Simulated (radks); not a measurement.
Fractional charge and spin in the 6s shell of lanthanum: the spin-up occupation runs from 0 to 1 and the spin-down occupation from 0 to 1; the fullest corner is La, [Xe] 5d(up 0.5, down 0.5) 6s(up 1, down 1). Method: scalar-relativistic Kohn-Sham, r2SCAN, spin-polarised, spherical densities, finite nucleus; meta-GGA in the generalised Kohn-Sham scheme; Fermi nuclear charge, rms radius of each element as measured or else 0.836 A^(1/3) + 0.57 fm; computed with a radial shooting solver on a logarithmic mesh with Libxc functionals. Energy (eV) above the fullest corner. The planes named below are the two flat planes that join the four corners, with an edge along up + down = one added electron.

down \ up,0,0.25,0.5,0.75,1
0,16.413,13.350,10.514,7.921,5.586
0.25,13.350,10.628,8.132,5.869,3.862
0.5,10.514,8.132,5.967,4.034,2.351
0.75,7.921,5.869,4.034,2.426,1.059
1,5.586,3.862,2.351,1.059,0.000

Corners above the fullest one (they belong to La+ and the next ion): (up 1, down 0) 5.586 eV, (up 0, down 1) 5.586 eV, (up 0, down 0) 16.413 eV. With half an added electron in each spin the energy lies 0.381 eV from the planes, and with half an added electron in spin up alone -0.485 eV. The planes are only a guide here: the flat-plane condition holds for ground states with one frontier orbital, while this shell lies below other occupied shells, so the corners above the fullest one are inner-hole states and not the ground states of those ions.
